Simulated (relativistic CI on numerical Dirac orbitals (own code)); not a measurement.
Level scheme of Tm LII

Method of calculation: Dirac-Coulomb-Breit CI, KLI orbitals optimised for each configuration, model QED, unscaled Slater integrals (own radial code, finite nucleus).

Configurations in the expansion (outside the closed core [Ne]): 3s2.3p6, 3s2.3p5.3d, 3s.3p6.3d, 3s2.3p5.4s, 3s2.3p5.4p, 3s2.3p5.4d, 3p6.3d.4p, 3s.3p6.4s, 3s2.3p5.4f, 3s.3p6.4p, 3s.3p6.4d, 3s.3p6.4f, 3s2.3p5.5s, 3s2.3p5.5p, 3s2.3p5.5d, 3s2.3p5.5f, 3s2.3p5.5g, 3s.3p6.5s, 3s.3p6.5p, 3s.3p6.5d, 3s.3p6.5f, 3p6.3d2, 3p5.3d3, 3p5.3d2.4s, 3p5.3d2.4p, 3p5.3d2.4d, 3p6.3d.4s, 3p5.3d.4s2, 3p5.3d.4s.4p, 3p5.3d.4s.4d, 3p6.4s2, 3p5.4s2.4p, 3p5.4s2.4d. Double excitations out of closed p, d and f shells are left out; levels of such configurations are missing from the list, as are those of other unlisted configurations, and high levels can miss mixing partners. These lack a partner that the ground configuration has and come out too high: 3s2.3p5.4f, 3s2.3p5.5s, 3s2.3p5.5p, 3s2.3p5.5d, 3s2.3p5.5f.

```csv
No.,Configuration,Term,J,E (10³ cm⁻¹),%,Landé g
1,3s2.3p6,1S,0,0.0,100,
2,3s2.3p5.3d,3P°,0,1745.2,100,
3,3s2.3p5.3d,3P°,1,1825.2,70,1.198
4,3s2.3p5.3d,3F°,3,1861.6,56,1.060
5,3s2.3p5.3d,3D°,2,1892.5,53,1.070
6,3s2.3p5.3d,3F°,4,2260.4,100,1.240
7,3s2.3p5.3d,1D°,2,2301.4,47,1.197
8,3s2.3p5.3d,3D°,3,2387.4,69,1.223
9,3s2.3p5.3d,1P°,1,2604.3,49,0.927
10,3s2.3p5.3d,3F°,2,3820.0,72,0.761
11,3s2.3p5.3d,1P°,1,4114.6,50,0.843
12,3s2.3p5.3d,3P°,2,4284.4,43,1.263
13,3s2.3p5.3d,3F°,3,4321.2,42,1.102
14,3s.3p6.3d,3D,1,5413.5,100,0.489
15,3s.3p6.3d,3D,2,5461.7,74,1.112
16,3s.3p6.3d,3D,3,5866.6,100,1.323
17,3s.3p6.3d,1D,2,5973.9,74,1.034
18,3p6.3d2,3F,2,10954.1,75,0.754
19,3p6.3d2,3P,0,11132.8,72,
20,3p6.3d2,3F,3,11378.4,100,1.073
21,3p6.3d2,3P,2,11463.0,49,1.171
22,3p6.3d2,1G,4,11483.3,66,1.074
23,3p6.3d2,3P,1,11498.4,100,1.491
24,3p6.3d2,3F,4,11869.7,66,1.155
25,3p6.3d2,3P,2,11934.6,48,1.211
26,3p6.3d2,1S,0,12127.5,72,
27,3p5.3d3(2D),3D°,2,12709.9,26,1.092
28,3p5.3d3(4F),5D°,1,12741.3,31,0.989
29,3p5.3d3(4F),5D°,0,12776.2,56,
30,3p5.3d3(2D),3F°,3,12792.8,24,1.049
31,3p5.3d3(4F),5F°,3,13069.7,38,1.281
32,3p5.3d3(4F),5G°,4,13111.4,35,1.200
33,3p5.3d3(4P),5S°,2,13121.5,32,1.601
34,3p5.3d3(2G),3F°,2,13141.7,39,1.054
35,3p5.3d3(4F),5D°,1,13158.1,40,0.938
36,3p5.3d3(2F),3G°,5,13174.5,29,1.162
37,3p5.3d3(4F),3G°,3,13181.4,42,1.025
38,3p5.3d3(2G),3H°,6,13187.0,44,1.119
39,3p5.3d3(4P),3P°,0,13189.4,43,
40,3p5.3d3(2G),3F°,4,13190.8,32,1.106
41,3p5.3d3(4F),3G°,4,13238.1,36,1.088
42,3p5.3d3(4P),3D°,2,13253.0,32,1.204
43,3p5.3d3(4F),3G°,3,13253.0,24,1.162
44,3p5.3d3(2P),3S°,1,13258.7,34,1.647
45,3p5.3d3(2G),3G°,5,13300.6,32,1.083
46,3p5.3d3(4P),5D°,4,13379.3,37,1.253
47,3p5.3d3(4P),3P°,2,13413.8,31,1.248
48,3p5.3d3(4P),3D°,1,13477.1,36,0.814
49,3p5.3d3(2D),3D°,3,13477.1,32,1.188
50,3p5.3d3(2G),3F°,2,13503.8,48,0.827
51,3p5.3d3(2H),3G°,3,13520.9,58,0.920
52,3p5.3d3(2H),3G°,4,13528.0,28,1.208
53,3p5.3d3(4F),5G°,5,13559.2,36,1.201
54,3p5.3d3(2D),3D°,2,13570.1,32,1.170
55,3p5.3d3(4F),5G°,6,13585.5,52,1.180
56,3p5.3d3(2H),3G°,3,13634.7,25,1.148
57,3p5.3d3(4F),3G°,5,13639.8,32,1.154
58,3p5.3d3(4P),3P°,1,13642.2,64,1.458
59,3p5.3d3(2H),3I°,7,13644.4,100,1.132
60,3p5.3d3(2P),3D°,2,13646.5,32,1.350
61,3p5.3d3(2D),3F°,4,13656.7,40,1.177
62,3p5.3d3(2D),3D°,3,13688.5,40,1.263
63,3p5.3d3(2F),3D°,1,13714.0,54,0.850
64,3p5.3d3(2D),3F°,4,13730.1,47,1.137
65,3p5.3d3(2F),3F°,3,13734.5,43,1.229
66,3p5.3d3(2H),3H°,6,13738.6,69,1.106
67,3p5.3d3(2F),1G°,4,13750.4,37,1.137
68,3p5.3d3(2F),3G°,5,13750.6,70,1.134
69,3p5.3d3(4P),3D°,1,13754.9,50,0.833
70,3p5.3d3(2D),3P°,0,13781.0,79,
```

Energies count from the lowest computed level; ° marks odd parity. Percentages are summed over parent terms; the parents shown are those of the largest component, closed shells are left out there.

The mean weight of the leading LS term, summed over parents, in these 70 levels is 53 %, and that of the leading jj configuration (from the same eigenvectors) 95 %, so jj coupling describes them better and the LS labels are nominal.

At this charge energies of transitions that change n are usually good to better than 1 %, and those within a shell (Δn = 0) to a few per cent.

LS names give the leading component of a level, which can be under half, so a name can repeat, a term be missing and a line seem to break the LS rules.
